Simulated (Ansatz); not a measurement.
`O=CC(F)(F)Br` → Br• + 2 C• + 2 F• + H• + O•  (atomization)

Program: Ansatz. Geometries: PBE0-D4/def2-TZVP. ΔE: electronic, gas phase. CCSD(T)/CBS is the MP2 limit (def2-TZVPP, def2-QZVPP) plus CCSD(T) − MP2 in def2-TZVPP, frozen cores. This one scheme is used for every species, atoms too. For atomizations the MP2-based limit and the directly extrapolated one differ by several kJ/mol either way, and by 10 to 25 for some Ge, Se and Sn compounds, so smaller differences from it don't rank the levels. Functionals use def2-TZVPP. Open shells (•) are unrestricted, without spin–orbit coupling. Spin–orbit coupling would lower the free atoms: a little for C, F, O; clearly for Br. Bonds to Br are less sure, by a few kJ/mol each and by 10 to 20 or more in all where they break to atoms, as the def2 sets lack core-valence functions. Scalar relativity is left out up to krypton. Each species was taken in one conformer, which may not be the lowest.

`O=CC(F)(F)Br`:

Z-matrix (Å, degrees):
```
C
C 1 1.531
F 1 1.337 2 109.9
F 1 1.320 2 112.6 3 -121.6
Br 1 1.949 2 106.2 3 117.8
O 2 1.189 1 122.5 3 133.5
H 2 1.106 1 113.0 3 -47.0
```

```csv
level,ΔE (kJ/mol)
CAM-B3LYP,2744.9
HF/CBS(def2),1772.2
```

**Question.** What does CCSD(T)/CBS give? (An estimate is asked.)

**Answer.** Computed: +2754.4 kJ/mol. The listed levels differ from it by -9.5, -982.2 kJ/mol.

Largest T1 diagnostic among the species: 0.012.

The D4 term adds +26.1 kJ/mol with B3LYP and +13.4 kJ/mol with PBE0; it sums over pairs of atoms, weighted by their polarisabilities, and B3LYP, whose exchange is more repulsive, gets the larger term. Leaving LDA and LC-ωPBE aside and taking each functional with its dispersion term where it has one, the values, not all of them listed here, spread over 366.2 kJ/mol, from BHLYP-D4 to PBE-D4. LDA lies +484.2 kJ/mol from PBE without D4, its usual overbinding. At CCSD(T), def2-SVP lies −157.6 kJ/mol from the extrapolated value and def2-TZVPP −91.0 kJ/mol: correlation converges slowly with the basis, and small sets miss more of it in the bonded molecule than in its fragments.

B3LYP here is the variant with VWN-RPA as its local correlation; programs differ in this.
